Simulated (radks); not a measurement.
Charge is removed step by step from the 2p down level of the argon ion Ar2+, starting from [He] 2s2 2p(up 3, down 3) 3s2 3p4. Method: scalar-relativistic Kohn-Sham, BLYP, spin-polarised, spherical densities, point nucleus; open shells are filled with parallel spins first; computed with a radial shooting solver on a logarithmic mesh with Libxc functionals.

| removed (e) | E - E(0) (eV) | eigenvalue (eV) | E minus straight line (eV) |
|---|---|---|---|
| 0 | 0.000 | -259.66 | 0.000 |
| 0.1 | 26.172 | -263.90 | -1.948 |
| 0.2 | 52.770 | -268.17 | -3.471 |
| 0.3 | 79.795 | -272.46 | -4.566 |
| 0.4 | 107.25 | -276.79 | -5.229 |
| 0.5 | 135.14 | -281.14 | -5.458 |
| 0.6 | 163.47 | -285.53 | -5.251 |
| 0.7 | 192.24 | -289.94 | -4.604 |
| 0.8 | 221.45 | -294.37 | -3.515 |
| 0.9 | 251.10 | -298.83 | -1.981 |
| 1 | 281.20 | -303.32 | 0.000 |

Removing the whole electron costs 281.20 eV by Delta-SCF, against 259.66 eV from minus the eigenvalue at the starting occupation. Slater's transition state (half an electron removed) gives 281.14 eV. Integrating minus the eigenvalue over the occupation (Janak's theorem) gives 281.26 eV. In this scalar-relativistic scheme the density is built from large components alone, so the theorem holds only approximately. The mean slope of the eigenvalue, de/dn, is 43.7 eV per electron.
